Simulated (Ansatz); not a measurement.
Basis-set series for `Cl[Si](Cl)(Cl)I`. Total charge 0; spin multiplicity 1. I: def2 effective core potential. The geometry is a stationary point of PBE0-D4/def2-TZVP.

| functional | basis | functions | energy (Eh) | HOMO (eV) | LUMO (eV) |
| --- | --- | --- | --- | --- | --- |
| PBE0-D4 | def2-SVP | 98 | -1966.91020 | -8.21 | -1.30 |
| PBE0-D4 | def2-TZVPP | 218 | -1967.50584 | -8.25 | -1.46 |
| ωB97M-V | def2-SVP | 98 | -1967.37242 | -10.29 | 0.75 |
| ωB97M-V | def2-TZVPP | 218 | -1967.96182 | -10.37 | 0.49 |

Task: Give the rows for def2-QZVPP. (Estimate.)

Result: Ansatz gave: 
```json
{"functional": "PBE0-D4", "basis": "def2-QZVPP", "functions": "362", "energy (Eh)": "-1967.55688", "HOMO (eV)": "-8.27", "LUMO (eV)": "-1.53"}
{"functional": "ωB97M-V", "basis": "def2-QZVPP", "functions": "362", "energy (Eh)": "-1968.01020", "HOMO (eV)": "-10.40", "LUMO (eV)": "0.36"}
```

Positive LUMOs are unbound and depend on the basis.
